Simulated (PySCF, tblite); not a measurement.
Isomers of C4H10O2SSi2. Calculated harmonic vibrations of the isolated species, GFN2-xTB (tblite), most abundant isotopes, no scaling. Against measured fundamentals such values can be off by several per cent, at times by over 20. Modes of hydrogen on silicon can be 10 to 20 % off. One conformer each.

Electronic energies: PBE0/pcSseg-1 single points on the GFN2-xTB geometries (PySCF, gas phase).

| SMILES | electronic energy, lowest = 0 (kcal/mol) |
| --- | --- |
| CS[Si@@H]1CC[Si@@H](C=O)O1 | 0.0 |
| C#C[SiH2][C@H]([SiH3])S(C)(=O)=O | 143.2 |
| O=C1C[SiH2]O[C@@H](S[SiH3])C1 | 30.4 |

How do GFN2-xTB zero-point energies change the relative energies?

| SMILES | ZPE (kcal/mol) | of it from modes above 1550 cm⁻¹ | electronic (kcal/mol) | with ZPE, lowest = 0 (kcal/mol) | lowest mode (cm⁻¹) | rings |
| --- | --- | --- | --- | --- | --- | --- |
| CS[Si@@H]1CC[Si@@H](C=O)O1 | 83.6 | 43.0 | 0.0 | 0.0 | 34 | 1 |
| O=C1C[SiH2]O[C@@H](S[SiH3])C1 | 80.9 | 40.5 | 30.4 | 27.6 | 33 | 1 |
| C#C[SiH2][C@H]([SiH3])S(C)(=O)=O | 76.4 | 41.7 | 143.2 | 136.0 | 32 | 0 |

The zero-point energies span 7.2 kcal/mol, from `C#C[SiH2][C@H]([SiH3])S(C)(=O)=O` to `CS[Si@@H]1CC[Si@@H](C=O)O1`. The order is unchanged.

And how do the electronic energies of GFN2-xTB itself compare?

`CS[Si@@H]1CC[Si@@H](C=O)O1` 12.3; `O=C1C[SiH2]O[C@@H](S[SiH3])C1` 0.0; `C#C[SiH2][C@H]([SiH3])S(C)(=O)=O` 109.9 kcal/mol, lowest = 0. Against the energies above, taken from the same isomer `CS[Si@@H]1CC[Si@@H](C=O)O1`, the largest difference is 45.6 kcal/mol.

What do entropy and thermal enthalpy add at 298.15 K and 1 bar (rigid rotor, harmonic oscillator, one conformer each)?

```csv
SMILES,point group,symmetry number,S (cal/(mol K)),H − H(0) (kcal/mol),ZPE + H − H(0) − TS (kcal/mol)
CS[Si@@H]1CC[Si@@H](C=O)O1,C1,1,115.1,8.62,57.9
O=C1C[SiH2]O[C@@H](S[SiH3])C1,C1,1,106.2,7.80,57.0
C#C[SiH2][C@H]([SiH3])S(C)(=O)=O,C1,1,116.5,9.22,50.9
```
